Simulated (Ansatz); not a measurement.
Relaxation of Cl2F3HW (7 atoms, charge 0, multiplicity 1), to a largest force component of 0.03 eV/Å in at most 50 steps.

These are results of Ansatz, RKS B3LYP/def2-SVP, not measurements.

```xyz
7
Properties=species:S:1:pos:R:3
W -0.604 0.000 -0.316
H 1.579 0.000 1.628
F 2.178 0.000 0.920
F -0.413 1.796 0.070
Cl -2.847 0.000 0.009
F -0.413 -1.796 0.070
Cl 0.789 0.000 -2.112
```

**Question.** Where does it end, and by what steps?

**Answer.** It converged. After 9 steps the energy has fallen by 0.137 eV; F3 moved furthest, 0.49 Å. Joined: W1–F3 (3.04 → 2.42 Å).

| step | energy less start (eV) | largest force component (eV/Å) | accepted |
| --- | --- | --- | --- |
| 0 | 0.0000 | 0.231 | yes |
| 1 | 0.0304 | 2.388 | no |
| 2 | -0.0199 | 0.522 | yes |
| 3 | -0.0420 | 0.695 | yes |
| 4 | -0.0749 | 1.219 | yes |
| 5 | -0.1069 | 1.219 | yes |
| 6 | -0.1272 | 0.365 | yes |
| 7 | -0.1347 | 0.108 | yes |
| 8 | -0.1361 | 0.049 | yes |
| 9 | -0.1368 | 0.007 | yes |

```xyz
7
Properties=species:S:1:pos:R:3
W -0.508 0.000 -0.150
H 1.769 0.000 1.574
F 1.779 0.000 0.640
F -0.391 1.802 0.263
Cl -2.784 0.000 -0.269
F -0.391 -1.802 0.263
Cl 0.795 0.000 -2.052
```

Whether the end is a true minimum wasn't checked by a vibrational analysis.

The run took 44 s on 2 threads of Intel(R) Xeon(R) 6975P-C (Granite Rapids), with other jobs on the host, peak memory 0.3 GiB.
